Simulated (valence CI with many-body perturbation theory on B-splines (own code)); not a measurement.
**Au⁴⁶⁺: one-electron terms**

Method: configuration interaction combined with many-body perturbation theory (CI+MBPT): five valence electrons over a frozen Dirac-Fock core [Ar] 3d10, a basis of 9 s, 9 p, 8 d, 6 f, 3 g, 1 h functions for each j, with the one-electron correlation potential Σ1 (screened to all orders), the two-electron term Σ2, the three-electron term Σ3, Breit, model QED; selected single and double excitations, second order for the rest (own B-spline code, finite nucleus).

No measured spectrum was set against this ion. As an estimate, large intervals hold to a few tenths of a per cent, small ones and those within an open d or f shell to about a per cent. Among the levels kept, up to 360 cm⁻¹ of a level comes from second order outside the variational space, and about a tenth of that is noise between levels of different J, which matters for small intervals.

These are the spectroscopic orbitals of the CI (the correlating ones are not listed), shaped by the core and the other valence electrons. h is the expectation value of the core's Dirac-Fock operator, without the valence repulsion; Σ1 is computed up to l = 3 at one energy for each symmetry, that of its lowest orbital but kept below the first core excitation, so for empty shells it is not the orbital's own correlation shift; Breit and QED include the response of the core.

```csv
Orbital,h (hartree),Σ1 (cm⁻¹),Breit (cm⁻¹),QED (cm⁻¹),⟨r⟩ (bohr)
4s1/2,-108.09,-14963,18609,14133,0.3630
5s1/2,-64.89,-5438,8297,6457,0.6094
6s1/2,-43.279,-2642,4322,3439,0.9214
7s1/2,-30.921,-1507,2569,2056,1.296
4p1/2,-104.02,-16017,29078,879,0.3591
5p1/2,-62.893,-5875,13114,413,0.6117
6p1/2,-42.168,-2898,6947,226,0.9286
7p1/2,-30.241,-1668,4166,137,1.309
4p3/2,-98.705,-13465,16590,1986,0.3801
5p3/2,-60.386,-5234,7592,928,0.6385
6p3/2,-40.786,-2648,4487,507,0.9613
7p3/2,-29.399,-1545,2710,308,1.347
4d3/2,-92.507,-15625,13109,-631,0.3667
5d3/2,-57.402,-5912,6074,-275,0.6352
6d3/2,-39.131,-2999,3329,-147,0.9662
4d5/2,-91.368,-14625,8294,-42.0,0.3725
5d5/2,-56.849,-5545,3704,0.0,0.6422
6d5/2,-38.819,-2815,2038,5.4,0.9746
4f5/2,-84.805,-14996,5473,-437,0.3377
5f5/2,-53.909,-4827,2334,-205,0.6189
4f7/2,-84.491,-14261,2350,-209,0.3400
5f7/2,-53.733,-4603,1031,-91.2,0.6217
5g7/2,-52.17,,238,-48.1,0.5663
5g9/2,-52.098,,1.3,1.8,0.5676
```

Among the shells of the start configuration 4s2 4p3, Σ1 is largest in size for 4p1/2, where it is 0.070 % of h.

Lowest root of each symmetry, sizes in configuration state functions:

```json
{"J": "1/2", "Parity": "even", "Roots": "8", "Reference": "59", "Variational": "39996", "Second order": "433178", "Change by selected CI (cm⁻¹)": "-13832", "Change by second order (cm⁻¹)": "-17"}
{"J": "3/2", "Parity": "even", "Roots": "11", "Reference": "99", "Variational": "39993", "Second order": "855713", "Change by selected CI (cm⁻¹)": "-16475", "Change by second order (cm⁻¹)": "-105"}
{"J": "5/2", "Parity": "even", "Roots": "9", "Reference": "111", "Variational": "39997", "Second order": "1123048", "Change by selected CI (cm⁻¹)": "-17650", "Change by second order (cm⁻¹)": "-136"}
{"J": "7/2", "Parity": "even", "Roots": "6", "Reference": "93", "Variational": "39984", "Second order": "1123381", "Change by selected CI (cm⁻¹)": "-14999", "Change by second order (cm⁻¹)": "-192"}
{"J": "9/2", "Parity": "even", "Roots": "3", "Reference": "64", "Variational": "39997", "Second order": "945409", "Change by selected CI (cm⁻¹)": "-15647", "Change by second order (cm⁻¹)": "-93"}
{"J": "1/2", "Parity": "odd", "Roots": "5", "Reference": "24", "Variational": "39996", "Second order": "390353", "Change by selected CI (cm⁻¹)": "-16374", "Change by second order (cm⁻¹)": "-14"}
{"J": "3/2", "Parity": "odd", "Roots": "8", "Reference": "39", "Variational": "39996", "Second order": "765247", "Change by selected CI (cm⁻¹)": "-15333", "Change by second order (cm⁻¹)": "-33"}
{"J": "5/2", "Parity": "odd", "Roots": "7", "Reference": "39", "Variational": "39998", "Second order": "1191313", "Change by selected CI (cm⁻¹)": "-14777", "Change by second order (cm⁻¹)": "-133"}
{"J": "7/2", "Parity": "odd", "Roots": "5", "Reference": "31", "Variational": "40000", "Second order": "1162435", "Change by selected CI (cm⁻¹)": "-32024", "Change by second order (cm⁻¹)": "-151"}
{"J": "9/2", "Parity": "odd", "Roots": "2", "Reference": "16", "Variational": "39886", "Second order": "913581", "Change by selected CI (cm⁻¹)": "-24530", "Change by second order (cm⁻¹)": "-98"}
```
